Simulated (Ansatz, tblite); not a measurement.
Spin states of W6S15, a cluster, each relaxed with PBE-D4/def2-SVP in Ansatz. Electronic energies in the gas phase.

In the def2 sets W takes a core potential; there is no spin–orbit coupling. The xTB rows come from tblite. Correlated methods freeze 75 core orbitals; core or outer-core shells of W are correlated, in sets that lack core-valence functions. The rows differ in basis, and correlated rows in double-zeta sets carry the largest basis error. Single mean-field runs in def2-TZVP are fitted with def2-universal-jkfit.

Singlet geometry (C3h within 0.1 Å):

```xyz
21

W    -2.445   -2.183    1.084
W    -1.630    0.417   -0.279
W    -0.886    2.930   -1.597
W     0.383   -1.460    0.794
W     1.247    1.043   -0.515
W     3.331   -0.747    0.513
S    -1.369   -0.385    2.137
S    -1.264   -2.029   -0.936
S    -4.641   -1.831    0.821
S    -1.881   -4.004    2.078
S    -0.561    2.414    0.667
S    -0.456    0.771   -2.406
S    -3.815    0.338   -0.311
S     0.588    4.436   -2.353
S    -2.964    3.384   -1.911
S     1.772    0.436    1.805
S     1.877   -1.208   -1.268
S     1.522   -3.089    1.704
S     2.293    2.751   -1.393
S     4.845    0.621   -0.167
S     4.053   -2.605    1.532
```

Triplet geometry (Cs within 0.1 Å):

```xyz
21

W     2.0823   -0.6017    2.5787
W    -0.4748   -1.2458    1.3449
W    -2.9993   -1.7607   -0.0421
W     1.3588    0.8066    0.0067
W    -1.3450    0.1795   -1.3733
W     0.6637    2.2686   -2.6168
S     0.3094    0.9519    2.2223
S     1.8160   -1.5712    0.4170
S     2.8212   -1.5254    4.4865
S     3.8504    0.6728    2.2731
S    -2.4394    0.3633    0.7874
S    -0.9162   -2.1877   -1.0378
S     0.1755   -2.2460    3.2856
S    -4.8878   -2.2157   -0.9823
S    -2.4872   -2.8121    1.8547
S    -0.5005    2.4216   -0.5802
S     0.9730   -0.0461   -2.3458
S     3.0564    2.1041   -0.3902
S    -2.8949    0.3070   -2.8450
S    -0.6513    2.6625   -4.2648
S     2.4895    3.4746   -2.7787
```

⟨S²⟩: triplet 2.05 at PBE0-D4/def2-TZVP (pure 2.00).

Run but left out: HF/def2-SVP, MP2/def2-SVP (singlet: restricted singlet, unstable towards broken spin symmetry).

Only these spin states were relaxed. Higher spins weren't run and may lie lower. The triplet has other bonds than the singlet, so the gap mixes isomer and spin.

| level | triplet − singlet (kcal/mol) | lowest of these | remarks |
| --- | --- | --- | --- |
| GFN1-xTB | 20.6 | singlet | – |
| GFN2-xTB | 27.3 | singlet | – |
| PBE-D4/def2-TZVP | 4.3 | singlet | restricted SCF unstable in HF (singlet) |
| BLYP-D4/def2-TZVP | 5.4 | singlet | restricted SCF unstable in HF (singlet) |
| r2SCAN-D4/def2-TZVP | 0.2 | tie | restricted SCF unstable in HF (singlet) |
| r2SCANh-D4/def2-TZVP | -2.2 | triplet | restricted SCF unstable in HF (singlet) |
| PBE0-D4/def2-TZVP | -3.1 | triplet | restricted SCF unstable in HF (singlet) |
| r2SCAN0-D4/def2-TZVP | -6.3 | triplet | restricted SCF unstable in HF (singlet) |
| RPA@PBE/def2-SVP | -4.1 | triplet | – |

The xTB methods have no term that favours high spin, so they put low spin too low.
